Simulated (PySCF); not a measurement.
Compound: C3H12Ge2Si.
Cartesian coordinates in Å at the PBE0-D3(BJ)/def2-SVP level; atoms count from 1:
```
atom  x, y, z in Å
C1     3.2294    1.0579   -0.7471
C2     2.1417    1.0639    0.0284
Ge3    1.2548   -0.5435    0.6628
Ge4   -0.9413   -0.7233   -0.3669
C5    -2.0739   -2.0265    0.5704
Si6   -1.9214    1.4498   -0.3205
H7     3.7162    0.1262   -1.0584
H8     3.6880    1.9860   -1.1072
H9     1.6963    2.0284    0.3051
H10    1.0696   -0.4654    2.1951
H11    2.1470   -1.7589    0.3318
H12   -0.7704   -1.1537   -1.8426
H13   -1.6133   -3.0250    0.5430
H14   -3.0649   -2.0820    0.0974
H15   -2.2007   -1.7269    1.6205
H16   -1.1227    2.3935   -1.1627
H17   -1.9290    1.9701    1.0838
H18   -3.3319    1.4381   -0.8214
```

Computed, not measured: TDDFT PBE0/def2-SVPD, vertical, gas phase, core orbitals frozen in the response (PySCF 2.14.0, density-fitted response routines). Relativistic effects, spin–orbit coupling among them, are left out although an element past zinc is present.

Transition dipole moments from the ground state, in atomic units and in the frame of the coordinates above (overall signs are arbitrary), for the states with f of 0.002 or more among the lowest 7:

```csv
state,E (eV),μx,μy,μz
S1,5.921,-0.779,-0.386,0.234
S2,6.189,1.064,-0.281,0.192
S3,6.391,0.358,-0.217,0.126
S4,6.509,-0.392,-0.085,0.017
S5,6.804,0.127,-0.352,-0.160
S6,6.816,1.173,0.002,-0.116
S7,6.846,-0.010,0.153,-0.098
```

Question: What oscillator strength does each state have?

Answer: f = (2/3) ΔE |μ|² with ΔE in hartree (27.2114 eV).

```tsv
state	|μ|² (au)	|μ| (D)	f
S1	0.810	2.29	0.118
S2	1.247	2.84	0.189
S3	0.191	1.11	0.030
S4	0.161	1.02	0.026
S5	0.165	1.03	0.028
S6	1.390	3.00	0.232
S7	0.033	0.46	0.006
```

Question: What angle do the transition dipoles of S3 and S4 make?

Answer: |cos θ| = |μa·μb| / (|μa| |μb|) = 0.68, so θ ≈ 47° (taken between 0 and 90°, since the signs are arbitrary).

Question: How is the summed strength of these states shared among x, y and z?

Answer: (2/3) Σ ΔE μα² gives 0.537 for x, 0.067 for y and 0.024 for z, 0.627 in all.

Question: What peak molar absorption coefficient would the strongest computed level give as a lone Gaussian band 0.4 eV wide at half height?

Answer: ε(max) = 2.175×10⁸ f / FWHM, with the width in cm⁻¹. S6: 2.175×10⁸ × 0.2321 / 3226 ≈ 16000 L mol⁻¹ cm⁻¹.

The vertical ionisation energy (ΔSCF) is 8.82 eV, 1.98 eV above S7.

The run took 6.8 min wall on Arm Neoverse V1, one thread, on a shared host, and the process peaked at 1.3 GiB of memory.

One conformer stands for the species.
